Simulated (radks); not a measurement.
Values are calculated unless marked as measured or tabulated.
Effect of the nuclear size on neutral neodymium, [Xe] 4f4 6s2. Code: a radial shooting solver on a logarithmic mesh with Libxc functionals. Model: Dirac Kohn-Sham, BLYP, spin-unpolarised, spherical densities, finite nucleus; open shells fill j = l - 1/2 first; Fermi nuclear charge, rms radius 4.9123 fm. The rms radius is varied about that value; shifts are against it.

\begin{tabular}{lrrrrrrrrr}
rms radius (fm) & total energy shift (eV) & density at nucleus (e/bohr^3) & 1s1/2 shift (meV) & 2s1/2 shift (meV) & 5s1/2 shift (meV) & 5p1/2 shift (meV) & 6s1/2 shift (meV) & 4f5/2 shift (meV) & 6p1/2 (empty) shift (meV) \\ \hline
4.367 & -2.72 & 4.659e+05 & -1130 & -140 & -1.01 & 0.146 & -0.049 & 0.224 & 0.040 \\
4.4211 & -2.46 & 4.646e+05 & -1020 & -127 & -0.912 & 0.132 & -0.044 & 0.203 & 0.036 \\
4.9123 & 0 & 4.538e+05 & 0.000 & 0.000 & 0.000 & 0.000 & 0.000 & 0.000 & 0.000 \\
5.2856 & 2.00 & 4.464e+05 & 831 & 103 & 0.743 & -0.108 & 0.036 & -0.165 & -0.029 \\
5.8014 & 4.96 & 4.373e+05 & 2060 & 256 & 1.84 & -0.266 & 0.088 & -0.409 & -0.072 \\
\end{tabular}

Slopes of the eigenvalues against <r^2> in GHz/fm^2, as finite differences over the two radii next to the reference (eigenvalue slopes, not the field-shift constants of lines): 1s1/2 53300, 2s1/2 6640, 5s1/2 47.7, 5p1/2 -6.91, 6s1/2 2.29, 4f5/2 -10.6, 6p1/2 (empty) -1.88.
